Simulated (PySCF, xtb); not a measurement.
iminoborane (BH₂N), SMILES B=N.

Harmonic wavenumbers (cm⁻¹) from GFN2-xTB (xtb) at its own minimum, in rising order: 430, 431, 671, 671, 1981, 2938, 3717.

Question: What does B3LYP-D3(BJ)/def2-TZVPD (PySCF 2.14.0) give at its own minimum? (The exact figures need the calculation; the answer reports its results.)

Answer: 480, 480, 754, 754, 1848, 2893, 3859. Paired by order, the mean absolute difference is 84 cm⁻¹ and the zero-point energies are 15.5 and 15.8 kcal/mol.
